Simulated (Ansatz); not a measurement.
Input for Ansatz (a quantum-chemistry and plane-wave program): R-BHLYP/def2-TZVPPD on BFH5N (a complex). Files ending in .json are basis or fitting sets from the Basis Set Exchange.

Ansatz 0.2 input:
```yaml
crystal:
  periodic: [false, false, false]
  atoms:
    - {symbol: B, position_ang: [0.90642385, -0.12577282, 0.06132810]}
    - {symbol: N, position_ang: [-0.14340758, 0.57942984, 0.66532152]}
    - {symbol: H, position_ang: [0.66259924, -0.82367319, -0.87058744]}
    - {symbol: H, position_ang: [1.99912322, -0.02550304, 0.52060940]}
    - {symbol: H, position_ang: [0.01237531, 1.27651616, 1.37837995]}
    - {symbol: H, position_ang: [-1.06485966, 0.63323826, 0.25705540]}
    - {symbol: F, position_ang: [-0.98576880, -1.36044313, 2.58738070]}
    - {symbol: H, position_ang: [-0.64610244, -0.78263238, 1.92959391]}
basis:
  gaussian:
    orbitals: def2-TZVPPD.json
hamiltonian:
  xc: {name: BHLYP}
scf: {lower_state_search: off}
```

The head of its log:

```
WARN ansatz: RAYON_NUM_THREADS=1 ignored (pool sized by the plan → 1); use --threads N
Functional definition: BHLYP
these checks for a lower state are left out or cut short: stability, starts, cluster_reference, orbital_swaps, neighbouring_geometries, increment
integrals: 0.07 GiB planned
914 factors; their error is unknown
mean field: 0.83 GiB planned
mean field evaluation 1: about -4961.2006 eV, gradient 5.1e1 eV
mean field evaluation 2: about -4960.9921 eV, gradient 5.3e1 eV
```

Q: What total energy does the run end on?

A: -182.4878 hartree.
